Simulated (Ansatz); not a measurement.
Compare A (`C[Si](N)(O)F`) with its isomer B (`NC[SiH](O)F`).

Program: Ansatz. Geometries: PBE0-D4/def2-TZVP. ΔE: electronic, gas phase. CBS: MP2 limit from def2 TZ/QZ plus the TZ coupled-cluster correction, frozen cores. Functionals use def2-TZVPP. B3LYP here is the variant with VWN-RPA as its local correlation; programs differ in this. Each species was taken in one conformer, which may not be the lowest.

Question: Which isomer does CCSD(T)/CBS put lower? Give the gap. (Best estimate.)

Answer: Ansatz gave: A, by 41.2 kcal/mol.

Question: Give E(B) − E(A) in kcal/mol with PBE-D4, PBE0-D4, CCSD(T)/def2-TZVPP, B3LYP-D4, MP2/def2-TZVPP, r2SCAN-D4, HF/def2-TZVPP. (Best estimate.)

Answer: Ansatz gave: PBE-D4 38.1, PBE0-D4 39.7, CCSD(T)/def2-TZVPP 40.5, B3LYP-D4 40.4, MP2/def2-TZVPP 41.8, r2SCAN-D4 41.6, HF/def2-TZVPP 42.5. None reverses the order clearly.

Question: Does the order hold for the free energy at 298.15 K (harmonic terms from PBE0-D4)? (An estimate is asked.)

Answer: Computed: Yes: G(B) − G(A) = +42.0 kcal/mol, for one conformer each. Modes under 60 cm⁻¹, often nearly free rotors, make the harmonic entropy too high.

Largest T1 diagnostic: 0.011.

In def2-TZVPP, CCSD(T) changes the Hartree–Fock value by −2.1 kcal/mol (the triples alone add −0.5 kcal/mol) and MP2 by −0.8 kcal/mol. From BLYP to BHLYP (50 % exact exchange), in def2-TZVPP and without D4, E(B) − E(A) moves by +3.0 kcal/mol.
